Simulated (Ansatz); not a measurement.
Program: Ansatz. Geometries: PBE0-D4/def2-TZVP. ΔE: electronic, gas phase. CCSD(T)/CBS adds triple-zeta CCSD(T) − MP2 to the extrapolated MP2 energy (def2 sets, frozen cores). Functionals use def2-TZVPP. B3LYP here is the variant with VWN-RPA as its local correlation; programs differ in this. One conformer a species, not always the lowest.

Consider the redistribution: `O[SiH2]O[SiH](Cl)Cl` + `OC(O)[SiH3]` → `O[SiH2]C(O)O` + `[SiH3]O[SiH](Cl)Cl`.

| level | ΔE (kJ/mol) | difference from CCSD(T)/CBS |
| --- | --- | --- |
| PBE-D4 | 18.7 | 1.4 |
| r2SCAN-D4 | 18.3 | 1.0 |
| PBE0-D4 | 18.2 | 0.9 |
| B3LYP-D4 | 17.0 | -0.3 |
| ωB97X-V | 16.3 | -1.0 |
| ωB97M-V | 17.1 | -0.2 |
| B2PLYP | 16.4 | -0.9 |
| PBE | 18.3 | 1.0 |
| r2SCAN | 18.2 | 0.9 |
| PBE0 | 17.8 | 0.5 |
| B3LYP | 16.5 | -0.8 |
| HF/def2-TZVPP | 15.0 | -2.3 |
| MP2/def2-TZVPP | 16.4 | -0.9 |
| SCS-MP2/def2-TZVPP | 15.3 | -2.0 |
| CCSD/def2-TZVPP | 16.6 | -0.7 |
| CCSD(T)/def2-TZVPP | 17.1 | -0.2 |
| HF/def2-QZVPP | 15.2 | -2.1 |
| MP2/def2-QZVPP | 16.6 | -0.7 |
| SCS-MP2/def2-QZVPP | 15.5 | -1.8 |
| HF/CBS(def2) | 15.2 | -2.1 |
| MP2/CBS(def2) | 16.6 | -0.7 |
| CCSD/CBS(def2) | 16.8 | -0.5 |
| CCSD(T)/CBS | 17.3 | 0 |

Largest T1 diagnostic among the species: 0.012.
